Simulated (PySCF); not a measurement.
H2ISi, SMILES [SiH2]I, multiplicity 2.

Coordinates come from a B3LYP-D3(BJ)/def2-TZVP optimisation. The isomer is the one that the SMILES or the coordinates give; other isomers of the formula were not compared. The def2 effective core potentials stand for the cores of I; spin–orbit coupling is left out.

Calculation: r2SCAN/def2-TZVPD run with PySCF.

Gas-phase values at a fixed geometry.

* **total energy**: -588.48547 hartree
* **point group**: Cs
* **α spin, highest occupied and lowest empty level**: -5.74 and -1.58 eV
* **β spin, highest occupied and lowest empty level**: -6.95 and -3.46 eV
* **dipole moment**: 0.92 D
* **quadrupole, principal values (traceless, Buckingham form, about the centre of nuclear charge)**: -2.31, -1.90, 4.21 D·Å
* **mean static polarisability**: 68.6 bohr³ (10.16 Å³)
* **polarisability, principal values**: 56.5, 58.5, 90.8 bohr³
* **⟨S²⟩**: 0.755 (pure state 0.75)
